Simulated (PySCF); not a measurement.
# Two-photon absorption: `O1C([N+]#[C-])=CC=C1F`, C5H2FNO

Geometry:
```
atom   x (Å)   y (Å)   z (Å)
  C1   3.233   0.004  -0.946
  N2   2.100   0.005  -0.619
  C3   0.806   0.005  -0.239
  C4  -0.089  -0.999  -0.003
  C5  -1.312  -0.360   0.374
  C6  -1.032   0.970   0.327
  F7  -1.758   2.021   0.569
  O8   0.223   1.220  -0.037
  H9   0.109  -2.064  -0.090
 H10  -2.260  -0.817   0.642
```

The calculation used TDDFT CAM-B3LYP/def2-TZVPD excited states, vertical, gas phase in PySCF 2.14.0. Geometry: PBE0-D3(BJ)/def2-SVP.

Singlets 4 and 5 lie within 0.01 eV of each other, so their separate moments and overlaps can depend on how they mix.

Give the one- and two-photon strengths of the lowest singlets.

δ for parallel linear polarisation; σ at the peak of a Lorentzian of half width 0.1 eV, single beam; Ω is circular over linear.
| state | E (eV) | f | photon λ (nm) | δ (au) | σ (GM) | Ω | main |
| --- | --- | --- | --- | --- | --- | --- | --- |
| S1 | 5.35 | 0.359 | 464 | 266 | 2.79 | 0.72 | HOMO→LUMO 0.96 |
| S2 | 5.66 | 0.000 | 438 | 2.11 | 0.03 | 1.50 | HOMO→LUMO+1 0.50, HOMO→LUMO+2 0.40 |
| S3 | 6.20 | 0.002 | 400 | 5.35 | 0.07 | 1.50 | HOMO→LUMO+2 0.46, HOMO→LUMO+1 0.43 |
| S4 | 6.79 | 0.004 | 365 | 320 | 5.42 | 0.94 | HOMO→LUMO+5 0.59, HOMO−1→LUMO 0.35 |
| S5 | 6.80 | 0.005 | 365 | 22.6 | 0.38 | 1.50 | HOMO→LUMO+3 0.84 |
| S6 | 7.06 | 0.003 | 351 | 25.6 | 0.47 | 1.50 | HOMO→LUMO+4 0.90 |

Among these, the strongest one-photon state is S1, the strongest two-photon state S4, with a dipole change of 1.1 D (relaxed, norm of the difference vector).
